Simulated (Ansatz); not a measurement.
1,2,4-triazole (C2H3N3), SMILES n1cn[nH]c1.

The structure is a stationary point at PBE0-D3(BJ)/def2-SVP.

Two levels are set side by side: PBE/def2-SVPD (Ansatz, a quantum-chemistry and plane-wave program) and CAM-B3LYP/def2-SVPD (Ansatz). Energy differences of separate SCF runs at the same geometry; the states with an electron removed or added have multiplicity 2 and 2. Differences are taken from unrounded values.

| quantity | CAM-B3LYP |
|---|---|
| vertical ionisation energy (eV) | 10.37 |
| vertical singlet–triplet gap (eV) | 4.85 |

What does PBE give, and how far is it from CAM-B3LYP? (The exact figures need the calculation; the answer reports its results.)


```tsv
quantity	PBE	PBE minus CAM-B3LYP
vertical ionisation energy (eV)	10.20	-0.17
vertical singlet–triplet gap (eV)	5.00	0.14
```
